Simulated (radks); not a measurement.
Species: Kr7+. Configuration: [Ar] 3d10 4s1. Method: Dirac Kohn-Sham, PBEsol, spin-unpolarised, spherical densities, finite nucleus; Fermi nuclear charge, rms radius 4.1884 fm; computed with a radial shooting solver on a logarithmic mesh with Libxc functionals.

Normalised radial functions P(r) = r R(r) (large component), r in bohr:

```
   r/bohr * 3s1/2, o 3d5/2, + 4s1/2 (the largest magnitude, 1.52, reaches the edge; | marks zero, & curves that meet)
 0.001585                             o+*
 0.002048                             o+*
 0.002645                             o+ *
 0.003389                             o+ *
 0.004378                             o + *
 0.005656                             o +  *
 0.007306                             o +   *
 0.009437                             o  +   *
  0.01209                             o  +    *
  0.01562                             o   +   *
  0.02018                             o   +    *
  0.02607                             o  +    *
  0.03367                             o  +   *
  0.04315                             |o+ *
  0.05574                            *+o
    0.072                      *   +  | o
    0.093                 *      +    |   o
   0.1201              *        +     |      o
    0.154                *       +    |         o
   0.1989                        *  + |              o
   0.2569                             |   +  *            o
   0.3318                             |        +          *  o
   0.4286                             |         +             o  *
   0.5537                             |    +                o   *
   0.7096                         +   |                o*
   0.9166               +             |         *o
    1.184           +                 |   * o
    1.529             +               |*o
    1.976                    +        *o
    2.532                         +   &
     3.27                            +&
    4.224                             &
```

3s1/2: eigenvalue -376.42 eV, 2 radial nodes at r = 0.0534, 0.224 bohr, <r> = 0.529 bohr, 90 % of the charge inside 0.785 bohr. 3d5/2: eigenvalue -193.34 eV, 0 radial nodes, <r> = 0.546 bohr, 90 % of the charge inside 0.888 bohr. 4s1/2: eigenvalue -118.28 eV, 3 radial nodes at r = 0.0531, 0.216, 0.634 bohr, <r> = 1.33 bohr, 90 % of the charge inside 1.91 bohr.
